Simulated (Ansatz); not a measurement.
Ansatz (a first-principles code) input (RI-MP2/def2-TZVPPD):
A basis named .json is the Basis Set Exchange file of that set.

Ansatz 0.2 input:
```yaml
crystal:
  periodic: [false, false, false]
  atoms:
    - {symbol: Zn, position_ang: [-0.00000000, -0.00000000, -0.04961585]}
    - {symbol: H, position_ang: [0.00000000, 0.00000000, 1.48847542]}
basis:
  gaussian:
    orbitals: def2-TZVPPD.json
    fitting: {mean_field: def2-universal-jkfit, correlation: def2-TZVPPD-RIFIT.json}
total_charge: 1
magnetization: {spin_polarized: true, initial_magnetization: 2}
correlation: {method: mp2, electrons: outside_noble_gas}
```

Output:

```
Functional definition: HF
integrals: 0.02 GiB planned
282 factors; integrals over basis functions are off by at most 1.1e0 eV
267 factors; integrals over basis functions are off by at most 1.7e2 eV
mean field: 0.13 GiB planned
mean field evaluation 1: about -48380.6272 eV, gradient 5.2e0 eV
mean field evaluation 2: about -48380.8702 eV, gradient 2.9e0 eV
mean field evaluation 4: about -48380.9200 eV, gradient 3.8e-1 eV
mean field evaluation 8: about -48380.9220 eV, gradient 1.0e-6 eV
mean field -48380.92202765 eV, -1777.9660907494 hartree, gradient 1.0e-6 eV, S^2 2.002940; 0 other end points of the search recorded, 0 dependent functions left out
9 core orbitals not correlated
reference -48380.92202765 eV, -1777.9660907494 hartree; 7, 5 occupied and 68, 70 virtual orbitals, 267 factors
second order -12.34304555 eV of doubles, -0.00000000 eV of singles
Total energy: -48393.26507320 eV, -1778.4196893068 hartree
```

This state (charge 1, triplet) is run at the relaxed geometry of the species with charge 1 and multiplicity 1, and is a spin state other than that species' own.
